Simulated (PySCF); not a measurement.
Chlorine: a sound run and one with changed settings

Sound run: Cl²⁺ [Ne] 3s2 3p3, Cl³⁺ [Ne] 3s2 3p2. Computed with PySCF 2.14 in def2-SVP (4s3p1d, 18 functions), with no relativity, point nucleus. The sound run starts from symmetry-adapted Hartree-Fock orbitals and uses a fine grid where one is needed.

A second run was set up differently.

```csv
species,method,sound run (hartree),changed run (hartree),converged
Cl²⁺,UHF,-458.05079,-458.05079,yes
Cl²⁺,BP86,-458.66420,-458.68744,yes
Cl²⁺,M06-2X,-458.61924,-458.66007,yes
Cl³⁺,UHF,-456.62025,-456.62025,yes
Cl³⁺,BP86,-457.20972,-457.23094,yes
Cl³⁺,M06-2X,-457.17060,-457.18929,yes
```

Ionisation energy of Cl²⁺:

| method | sound run (eV) | changed run (eV) |
| --- | --- | --- |
| UHF | 38.927 | 38.927 |
| BP86 | 39.578 | 39.633 |
| M06-2X | 39.420 | 40.022 |

(1) What was changed?
A. basis contracted for another Hamiltonian
B. level shift left on
C. too few SCF iterations
D. radial grid too coarse

Results:

(1) D. It used radial step 0.5 in ln r (0.13 in the sound run). A coarse radial grid mis-integrates the density and the exchange-correlation energy, with errors of either sign; Hartree-Fock needs no grid.
